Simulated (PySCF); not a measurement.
## Bonding in CrS2F2

Species: CrS2F2 (singlet state).
Geometry (PBE0-D3(BJ)/def2-SVP, Å), atoms numbered from 1 in this order:
```
atom  x, y, z in Å
Cr1   -0.0668    0.0005   -0.0440
S2    -0.0013   -0.0155    1.9126
S3     1.7727    0.0056   -0.7094
F4    -0.8521    1.3954   -0.5692
F5    -0.8526   -1.3860   -0.5901
```

Bond orders from the PBE0/pcSseg-1 (pcSseg-2 on Cr) density (PySCF). Geometry: PBE0-D3(BJ)/def2-SVP; no solvent, vibrations or thermal averaging.

(1) Give the Mayer order of every bond, beside its length.

(2) Sum the orders of all bonds at each heavy atom with more than one neighbour.

## Answers

(1) 
| bond | length (Å) | Mayer order |
| --- | --- | --- |
| Cr1–S2 | 1.958 | 2.135 |
| Cr1–S3 | 1.956 | 2.136 |
| Cr1–F4 | 1.685 | 0.999 |
| Cr1–F5 | 1.685 | 0.999 |

(2) Cr1 6.269. Orders between atoms that aren't bonded are not in these sums.

For a closed shell the Mayer order of atoms A and B is Σ (PS)μν (PS)νμ over the basis functions μ on A and ν on B, with P the density and S the overlap matrix.
